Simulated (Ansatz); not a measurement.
Isolated molecules relaxed with PBE0-D4/def2-TZVP in Ansatz; ΔE leaves out vibrations. CCSD(T)/CBS is the MP2 limit (def2-TZVPP, def2-QZVPP) plus CCSD(T) − MP2 in def2-TZVPP, frozen cores. This one scheme is used for every species. Functionals use def2-TZVPP. B3LYP here is the variant with VWN-RPA as its local correlation; programs differ in this. Elements past krypton have def2 core potentials. For Ge, I outer-core shells are correlated without core-valence functions, which leaves a few kJ/mol of doubt a bond. Scalar relativity is left out up to krypton. One conformer a species, not always the lowest.

`[OH][Ge]([Cl])([Cl])[Cl]` + HI → `[Cl][Ge]([Cl])([Cl])[I]` + H₂O  (ligand exchange at a Ge–O bond)

| species | B3LYP energy (Eh) |
| --- | --- |
| `[OH][Ge]([Cl])([Cl])[Cl]` | -3533.75344 |
| HI | -298.40577 |
| `[Cl][Ge]([Cl])([Cl])[I]` | -3755.70551 |
| H₂O | -76.46667 |

Q: Work out ΔE.

A: ΔE = (-3755.70551) + (-76.46667) − (-3533.75344) − (-298.40577) = -0.01297 Eh = -0.35 eV. CCSD(T)/CBS gives -0.46 eV.

Q: What do rigid-rotor, harmonic-oscillator terms from PBE0-D4/def2-TZVP frequencies (298.15 K, 1 bar) make of the CCSD(T)/CBS value? (Estimate.)

A: The calculation gave: ΔZPE = +0.09 eV, ΔH = -0.36 eV, ΔS = -9 J/(mol·K), ΔG = -0.33 eV.

Largest T1 diagnostic among the species: 0.010.

In def2-TZVPP, CCSD(T) changes the Hartree–Fock value by −0.07 eV (the triples alone add −0.02 eV) and MP2 by −0.18 eV. The D4 term adds −0.09 eV with B3LYP and −0.05 eV with PBE0; it sums over pairs of atoms, weighted by their polarisabilities, and B3LYP, whose exchange is more repulsive, gets the larger term.
